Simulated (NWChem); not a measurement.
Species: 1,1,1-trifluoroethane (C2H3F3); SMILES CC(F)(F)F

Computed with NWChem. Pople sets run with spherical d functions. STO-3G and 3-21G are far too small for this property and stand as cheap habits. Structure relaxed at the PBE0/def2-SVP level. Vertical excitations in the gas phase; the lowest state need not have the same character in each row.

```tsv
level	basis functions	lowest excitation, singlet (eV)	oscillator strength of that lowest state	orbital gap (eV)	relative time
PBE0/3-21G, TDA	51	12.62	0.018	14.16	1
PBE0/6-31G*, TDA	76	12.36	0.022	13.75	2
PBE0/6-31+G*, TDA	96	10.26	0.085	11.44	4
PBE0/def2-SVP, TDA	85	11.57	0.040	12.89	2
PBE0/def2-SVPD, TDA	133	10.52	0.066	11.75	10
PBE0/aug-cc-pVDZ, TDA	142	9.82	0.056	10.87	20
```

Relative times are rough (shared machine, one core).
